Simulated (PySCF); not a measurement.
CF3O2S, SMILES O=[S](=O)C(F)(F)F (connectivity only; charge and spin as stated), charge -1, multiplicity 1. Heavy atoms are numbered as in [O:1]=[S:2](=[O:3])[C:4]([F:5])([F:6])[F:7].

Geometry optimised at B3LYP-D3(BJ)/def2-SVPD. The spin state was assumed, not searched. The isomer is the one that the SMILES or the coordinates give; other isomers of the formula were not compared.

All values below come from PySCF with PBE/pcSseg-1.

GIAO shieldings, no solvent; atoms alike by connectivity are averaged. δ = σ(ref) − σ: ¹⁷O against H2O (σ = 334.3 ppm); ³³S against H2S (σ = 706.5 ppm); ¹³C against TMS (σ = 182.0 ppm); ¹⁹F against CFCl3 (σ = 133.6 ppm), references at their B3LYP-D3(BJ)/def2-TZVP geometries, non-relativistic.

Computed chemical shifts:
| nucleus | atoms | count | δ (ppm) |
|---|---|---|---|
| ¹⁷O | O1 | 2 | 258.7 |
| ³³S | S2 | 1 | 766.1 |
| ¹³C | C4 | 1 | 144.9 |
| ¹⁹F | F5 | 3 | -127.0 |
